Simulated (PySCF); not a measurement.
I₃Si, SMILES I[Si](I)I (connectivity only; charge and spin as stated), charge +1, multiplicity 1.

Geometry: B3LYP-D3(BJ)/def2-SVP. The multiplicity is an assumed one; no other spin state was optimised. The isomer is the one that the SMILES or the coordinates give; other isomers of the formula were not compared. The def2 effective core potentials stand for the cores of I; spin–orbit coupling is left out.

The numbers are results of TDDFT-PBE/def2-SVPD run with PySCF, not measurements.

Vertical excitations; the highest root listed may be one member of a degenerate set.  State labels are in the subgroup C2v.

Computed UV-visible absorptions:
```
state  symmetry  energy (eV)  λ (nm)      f                                   main pairs
-----  --------  -----------  ------  -----  -------------------------------------------
S1           A2         2.81     442  0.000                              HOMO→LUMO 100 %
S2           B1         3.00     413  0.000                            HOMO→LUMO+1 100 %
S3           B2         3.46     359  0.000  HOMO−3→LUMO, HOMO−2→LUMO+1 (degenerate set)
S4           A2         3.46     359  0.000  HOMO−4→LUMO, HOMO−1→LUMO+1 (degenerate set)
S5           A2         3.49     355  0.000  HOMO−1→LUMO+1, HOMO−4→LUMO (degenerate set)
S6           B2         3.49     355  0.000  HOMO−2→LUMO+1, HOMO−3→LUMO (degenerate set)
S7           A1         3.60     344  0.007  HOMO−3→LUMO+1, HOMO−2→LUMO (degenerate set)
S8           B1         3.60     344  0.007  HOMO−4→LUMO+1, HOMO−1→LUMO (degenerate set)
S9           A1         3.94     314  0.098  HOMO−2→LUMO, HOMO−3→LUMO+1 (degenerate set)
S10          B1         3.94     314  0.098  HOMO−1→LUMO, HOMO−4→LUMO+1 (degenerate set)
T1           A2         2.66     467      0                              HOMO→LUMO 100 %
T2           B1         2.71     458      0                            HOMO→LUMO+1 100 %
T3           A1         3.02     411      0                 HOMO−2→LUMO (degenerate set)
T4           B1         3.02     411      0                 HOMO−1→LUMO (degenerate set)
```
Triplets are in the Tamm–Dancoff approximation, which puts them higher than full response would, so one can lie above its singlet here.
